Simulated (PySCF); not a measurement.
A small calculation by hand: dipole moment from atomic charges

C2H4AlBr, SMILES C=[CH][AlH][Br]. Atoms are numbered in the order given.

```xyz
8

Al    -0.6412     0.6426     0.0000
H     -2.2006     0.8782     0.0000
Br     0.1284    -1.4916     0.0000
C      0.6070     2.1256     0.0000
C      0.1397     3.3908     0.0000
H      1.6976     1.9921     0.0000
H      0.7987     4.2687     0.0000
H     -0.9351     3.6153     0.0000
```
Charge 0, spin multiplicity 1.

Geometry: TPSSh-D3(BJ)/def2-SVP. The structure was generated by enumeration; whether it is a known compound was not checked. One conformer was computed; it need not be the lowest.

Charges (e) from r2SCAN/def2-TZVP in PySCF:

| atom | ESP fit | Mulliken |
|---|---|---|
| Al1 | 0.660 | 0.516 |
| H2 | -0.217 | -0.090 |
| Br3 | -0.272 | -0.270 |
| C4 | -0.324 | -0.327 |
| C5 | -0.271 | -0.196 |
| H6 | 0.128 | 0.120 |
| H7 | 0.158 | 0.119 |
| H8 | 0.138 | 0.128 |

The dipole moment of the full density is 2.04 D.

**Question.** What dipole moment does each set of point charges give, and which comes closer to that of the density?

**Answer.** 
μ = Σ q r, and 1 e Å = 4.8032 D.
ESP fit: Σ q r = (-0.001, 0.460, 0.000) e Å, |μ| = 2.21 D.
Mulliken: Σ q r = (-0.214, 0.505, 0.000) e Å, |μ| = 2.64 D.
ESP fit comes closer in size. Point charges leave out the atoms' own dipoles (lone pairs, polarised bonds); fits to the potential absorb them, partitions of the density don't.
